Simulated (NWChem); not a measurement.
Everything below was run with NWChem. System: AlI3, charge 0, spin multiplicity 1, at a geometry optimised with PBE/def2-SVP with def2 effective core potentials on I. The structure started from a generated list of species. Level: MP2/def2-TZVP with def2 effective core potentials on I, 17 core orbitals frozen.

Input file:

```
start mol
memory heap 200 mb stack 900 mb global 1100 mb
geometry units angstroms nocenter noautoz
  Al     0.000000     0.000000    -0.000008
  I      0.000000     0.000000     2.475026
  I     -2.143441     0.000000    -1.237512
  I      2.143441     0.000000    -1.237512
  symmetry group C2v
end
basis spherical
  * library def2-tzvp
end
ecp
  I library def2-ecp
end
scf
  rhf
  nopen 0
  maxiter 100
  thresh 1e-7
  semidirect memsize 60000000 filesize 0
end
mp2
  freeze core 17
end
task mp2 energy
```

NWChem printed:

```
             Northwest Computational Chemistry Package (NWChem) 7.3.0
             --------------------------------------------------------

                                NWChem Input Module
                                -------------------

 Scaling coordinates for geometry "geometry" by  1.889725989
 (inverse scale =  0.529177249)

 Turning off AUTOSYM since
 SYMMETRY directive was detected!

                             Geometry "geometry" -> ""
                             -------------------------

 Output coordinates in angstroms (scale by  1.889725989 to convert to a.u.)

  No.       Tag          Charge          X              Y              Z
 ---- ---------------- ---------- -------------- -------------- --------------
    1 Al                  13.0000     0.00000000     0.00000000    -0.00000800
    2 I                   53.0000     0.00000000     0.00000000     2.47502600
    3 I                   53.0000    -2.14344100     0.00000000    -1.23751200
    4 I                   53.0000     2.14344100     0.00000000    -1.23751200

 Effective nuclear repulsion energy (a.u.)    1482.1773157172

            Nuclear Dipole moment (a.u.)
            ----------------------------
        X                 Y               Z
 ---------------- ---------------- ----------------
     0.0000000000     0.0000000000     0.0000037795

      Symmetry information
      --------------------

 Group name             C2v
 Group number             16
 Group order               4
 No. of unique centers     3

      Symmetry unique atoms

     1    2    3


 Summary of "ao basis" -> "" (spherical)
 ------------------------------------------------------------------------------
       Tag                 Description            Shells   Functions and Types
 ---------------- ------------------------------  ------  ---------------------
 *                         def2-tzvp                  on all atoms

 Summary of "ao basis" -> "ao basis" (spherical)
 ------------------------------------------------------------------------------
       Tag                 Description            Shells   Functions and Types
 ---------------- ------------------------------  ------  ---------------------
 Al                        def2-tzvp                13       37   5s5p2d1f
 I                         def2-tzvp                16       50   6s5p3d2f

                                 NWChem SCF Module
                                 -----------------

  ao basis        = "ao basis"
  functions       =   187
  atoms           =     4
  closed shells   =    44
  open shells     =     0
  charge          =   0.00
  wavefunction    = RHF
  use symmetry    = T
  symmetry adapt  = T

 Summary of "ao basis" -> "ao basis" (spherical)
 ------------------------------------------------------------------------------
       Tag                 Description            Shells   Functions and Types
 ---------------- ------------------------------  ------  ---------------------
 Al                        def2-tzvp                13       37   5s5p2d1f
 I                         def2-tzvp                16       50   6s5p3d2f

      Symmetry analysis of basis
      --------------------------

        a1         70
        a2         25
        b1         54
        b2         38

 Forming initial guess at       0.4s

      Superposition of Atomic Density Guess
      -------------------------------------

 Sum of atomic energies:       -1283.36031861

      Non-variational initial energy
      ------------------------------

 Total energy =   -1132.452217
 1-e energy   =   -2767.739127
 2-e energy   =    1195.373262
 HOMO         =      -0.340678
 LUMO         =      -0.040640

      Symmetry analysis of molecular orbitals - initial
      -------------------------------------------------

  Numbering of irreducible representations:

     1 a1          2 a2          3 b1          4 b2

  Orbital symmetries:

     1 a1          2 a1          3 b1          4 a1          5 a1
     6 b1          7 a1          8 b2          9 a1         10 b1
    11 a2         12 b2         13 b1         14 a1         15 b1
    16 a1         17 b2         18 a1         19 b1         20 a1
    21 b2         22 a1         23 b1         24 a2         25 b2
    26 b1         27 a1         28 b2         29 a2         30 b1
    31 a1         32 a2         33 a1         34 b1         35 a1
    36 a1         37 b1         38 a1         39 b2         40 b1
    41 a1         42 a2         43 b2         44 b1         45 a1
    46 b2         47 a1         48 b1         49 a1         50 a1
    51 b1         52 a1         53 b2         54 a2

 Starting SCF solution at      10.7s

 ----------------------------------------------
         Quadratically convergent ROHF

 Convergence threshold     :          1.000E-07
 Maximum no. of iterations :          100
 Final Fock-matrix accuracy:          1.000E-09
 ----------------------------------------------

              iter       energy          gnorm     gmax       time
             ----- ------------------- --------- --------- --------
                 1    -1132.0623436094  6.50D-01  1.23D-01     11.2
                 2    -1132.1029179025  2.66D-01  7.03D-02     11.9
                 3    -1132.1082870915  2.08D-02  8.62D-03     13.0
                 4    -1132.1083551269  2.03D-04  7.69D-05     14.8
                 5    -1132.1083551354  1.61D-08  6.65D-09     17.7

       Final RHF  results
       ------------------

         Total SCF energy =  -1132.108355135359
      One-electron energy =  -2768.249668935117
      Two-electron energy =   1196.227666127744
[...]
    9   -5.5915
   10   -5.5915
   11   -5.5906
   12   -5.5906
   13   -5.5906
   14   -4.9951
   15   -3.3106
   16   -3.3091
   17   -3.3091
   18   -2.2909
   19   -2.2909
   20   -2.2909
   21   -2.2888
   22   -2.2888
   23   -2.2887
   24   -2.2879
   25   -2.2878
   26   -2.2878
   27   -2.2832
   28   -2.2832
   29   -2.2832
   30   -2.2832
   31   -2.2832
   32   -2.2832
   33   -0.9183
   34   -0.8978
   35   -0.8978
   36   -0.5444
   37   -0.4505
   38   -0.4505
   39   -0.4150
   40   -0.3946
   41   -0.3946
   42   -0.3896
   43   -0.3896
   44   -0.3743
   45    0.0320
   46    0.0373
   47    0.1256
   48    0.1256
   49    0.1461
   50    0.1932
   51    0.1932
   52    0.2070
   53    0.2208
   54    0.2208

                       ROHF Final Molecular Orbital Analysis
                       -------------------------------------

 Vector   42  Occ=2.000000D+00  E=-3.896314D-01  Symmetry=a2
              MO Center=  1.0D-08, -4.9D-15, -1.2D+00, r^2= 6.4D+00
   Bfn.  Coefficient  Atom+Function         Bfn.  Coefficient  Atom+Function
  ----- ------------  ---------------      ----- ------------  ---------------
   104      0.396572  3 I  py               154     -0.396572  4 I  py
    98     -0.315818  3 I  py               148      0.315818  4 I  py
   101      0.243410  3 I  py               151     -0.243410  4 I  py
   107      0.181892  3 I  py               157     -0.181892  4 I  py

 Vector   43  Occ=2.000000D+00  E=-3.896306D-01  Symmetry=b2
              MO Center= -1.0D-08, -1.2D-15,  1.2D+00, r^2= 6.4D+00
   Bfn.  Coefficient  Atom+Function         Bfn.  Coefficient  Atom+Function
  ----- ------------  ---------------      ----- ------------  ---------------
    54      0.457928  2 I  py                48     -0.364680  2 I  py
    51      0.281070  2 I  py               104     -0.228954  3 I  py
   154     -0.228954  4 I  py                57      0.210034  2 I  py
    98      0.182332  3 I  py               148      0.182332  4 I  py

 Vector   44  Occ=2.000000D+00  E=-3.742804D-01  Symmetry=b1
              MO Center=  3.8D-14,  1.6D-16,  9.1D-05, r^2= 8.1D+00
   Bfn.  Coefficient  Atom+Function         Bfn.  Coefficient  Atom+Function
  ----- ------------  ---------------      ----- ------------  ---------------
    53      0.337066  2 I  px               105      0.291894  3 I  pz
   155     -0.291894  4 I  pz                47     -0.267546  2 I  px
    99     -0.231691  3 I  pz               149      0.231691  4 I  pz
    50      0.207991  2 I  px               102      0.180117  3 I  pz
   152     -0.180117  4 I  pz               103     -0.168519  3 I  px

 Vector   45  Occ=0.000000D+00  E= 3.204222D-02  Symmetry=b2
              MO Center= -1.4D-14, -3.6D-15, -9.6D-06, r^2= 5.7D+00
   Bfn.  Coefficient  Atom+Function         Bfn.  Coefficient  Atom+Function
  ----- ------------  ---------------      ----- ------------  ---------------
    19      0.898617  1 Al py                16      0.373522  1 Al py
    57     -0.287885  2 I  py               107     -0.287888  3 I  py
   157     -0.287888  4 I  py

 Vector   46  Occ=0.000000D+00  E= 3.730919D-02  Symmetry=a1
              MO Center= -8.4D-15, -1.6D-15, -6.3D-06, r^2= 8.3D+00
   Bfn.  Coefficient  Atom+Function         Bfn.  Coefficient  Atom+Function
  ----- ------------  ---------------      ----- ------------  ---------------
     5      1.535855  1 Al s                 58      0.466601  2 I  pz
    43     -0.424118  2 I  s                 93     -0.424124  3 I  s
   143     -0.424124  4 I  s                  4      0.415163  1 Al s
   106     -0.404092  3 I  px               156      0.404092  4 I  px
     3     -0.257369  1 Al s                108     -0.233300  3 I  pz

 Vector   47  Occ=0.000000D+00  E= 1.256441D-01  Symmetry=a1
              MO Center= -1.5D-11, -2.9D-16,  3.9D-01, r^2= 1.1D+01
   Bfn.  Coefficient  Atom+Function         Bfn.  Coefficient  Atom+Function
  ----- ------------  ---------------      ----- ------------  ---------------
    20      1.862635  1 Al pz                43     -1.227485  2 I  s
    58      0.881519  2 I  pz                93      0.613770  3 I  s
   143      0.613770  4 I  s                106      0.570437  3 I  px
   156     -0.570437  4 I  px                17      0.300176  1 Al pz
    40      0.188079  2 I  s                 39     -0.154602  2 I  s

 center of mass
 --------------
 x =   0.00000000 y =   0.00000000 z =   0.00000018

 moments of inertia (a.u.)
 ------------------
        4164.004773791214           0.000000000000           0.000000000000
           0.000000000000        8328.033583685097           0.000000000000
           0.000000000000           0.000000000000        4164.028809893884

  Mulliken analysis of the total density
  --------------------------------------

    Atom       Charge   Shell Charges
 -----------   ------   -------------------------------------------------------
    1 Al  13    12.35   2.00  0.65  1.33  0.72  0.08  2.92  2.28  0.81  0.88  0.17  0.14  0.29  0.06
    2 I   25    25.22   0.18 -0.77  1.58  1.01  1.08  0.83 -0.49  6.45  1.34  2.91  1.05  9.23  0.76  0.05  0.00  0.00
    3 I   25    25.22   0.18 -0.77  1.58  1.01  1.08  0.83 -0.49  6.45  1.34  2.91  1.05  9.23  0.76  0.05  0.00  0.00
    4 I   25    25.22   0.18 -0.77  1.58  1.01  1.08  0.83 -0.49  6.45  1.34  2.91  1.05  9.23  0.76  0.05  0.00  0.00

       Multipole analysis of the density wrt the origin
       ------------------------------------------------

     L   x y z        total         open         nuclear
     -   - - -        -----         ----         -------
     0   0 0 0      0.000000      0.000000     88.000000

     1   1 0 0     -0.000000      0.000000      0.000000
     1   0 1 0      0.000000      0.000000      0.000000
     1   0 0 1     -0.000025      0.000000     -0.000102

     2   2 0 0    -71.376386      0.000000    820.334059
     2   1 1 0     -0.000000      0.000000      0.000000
     2   1 0 1     -0.000000      0.000000      0.000000
     2   0 2 0    -68.668440      0.000000      0.000000
     2   0 1 1     -0.000000      0.000000      0.000000
     2   0 0 2    -71.376525      0.000000    820.329324

                   NWChem MP2 Semi-direct Energy/Gradient Module
                   ---------------------------------------------

  Basis functions       =    187
  Molecular orbitals    =    187
  Frozen core           =     17
  Frozen virtuals       =      0
  Active alpha occupied =     27
  Active beta occupied  =     27
  Active alpha virtual  =    143
  Active beta virtual   =    143
  Use MO symmetry       = T
  Use skeleton AO sym   = T

  AO/Fock/Back tols     =   1.0D-09  1.0D-09  1.0D-09

 GA uses MA = F    GA memory limited = T

 Available:
  local mem=  1.26D+08
 global mem=  1.44D+08
 local disk=  0.00D+00
  mp2_memr nvloc                   143
  nvloc new                   143
   1 passes of  27:        5242880                     264309                 201749146.
   1 passes of  27: M    126133780           G      144109262           F     120890900.
  mp2_memr nvloc                   143
  nvloc new                   143
   2 passes of  14:        5242880                     171396                 104639447.
   2 passes of  14: M    126133780           G      144109262           F     120890900.

 Semi-direct pass number   1 of   2  for RHF alpha+beta  at       18.4s
  vrange nnbf                 15364
  mp2_eaftype                   399  avail_ma_in_mb                  1099
 EAF : mp2_eaftype filesize         399   52319724.
  mp2_eaf for mointskh                    399
Node 0 wrote    246.1 Mb in      0.5 s     Agg I/O rate:   508.6 Mb/s
 Done moints_semi at       51.3s
  mp2_eaftype                   399  avail_ma_in_mb                   700
 EAF : mp2_eaftype filesize         399   52319724.
  mp2_eaf for kh                   399
 Done maket at       52.3s
 Semi-direct pass number   2 of   2  for RHF alpha+beta  at       52.3s
  vrange nnbf                 15364
  mp2_eaftype                   399  avail_ma_in_mb                   700
 EAF : mp2_eaftype filesize         399   52319724.
  mp2_eaf for mointskh                    399
Node 0 wrote    228.5 Mb in      0.4 s     Agg I/O rate:   518.3 Mb/s
 Done moints_semi at       78.6s
  mp2_eaftype                   399  avail_ma_in_mb                   700
 EAF : mp2_eaftype filesize         399   52319724.
  mp2_eaf for kh                   399
 Done maket at       79.6s
 Done multipass loop at       79.6s

          -------------------------------------------
          SCF energy               -1132.108355135359
          Correlation energy          -1.548284600858
          Singlet pairs               -0.694472773926
          Triplet pairs               -0.853811826931
          Total MP2 energy         -1133.656639736216
          -------------------------------------------

          ---------------------------------------------------
                    Spin Component Scaled (SCS) MP2
          Same spin pairs                     -0.569207884621
          Same spin scaling factor             0.333333333333
          Opposite spin pairs                 -0.979076716237
          Opposite spin scaling fact.          1.200000000000
          SCS-MP2 correlation energy          -1.364628021024
          Total SCS-MP2 energy             -1133.472983156383
          ---------------------------------------------------

 -----------------------
 Performance information
 -----------------------

 Timer overhead =  1.80D-07 seconds/call

               Nr. of calls         CPU time (s)                 Wall time (s)                GFlops
             ---------------    -------------------     ------------------------------   -------------------
Name         Min   Avg   Max    Min     Avg     Max     Min     Avg     Max   Mx/calls   Min     Max     Sum
mp2: moin     2     2     2    59.     59.     59.      59.     59.     59.     30.      0.0     0.0     0.0
mp2: make     2     2     2    2.0     2.0     2.0      2.0     2.0     2.0     1.0      0.0     0.0     0.0
mp2: tota     1     1     1    62.     62.     62.      62.     62.     62.     62.      0.0     0.0     0.0

 The average no. of pstat calls per process was 5.00D+00
 with a timing overhead of 8.98D-07s

 Task  times  cpu:       79.6s     wall:       79.6s

 Total times  cpu:       79.6s     wall:       79.6s
```
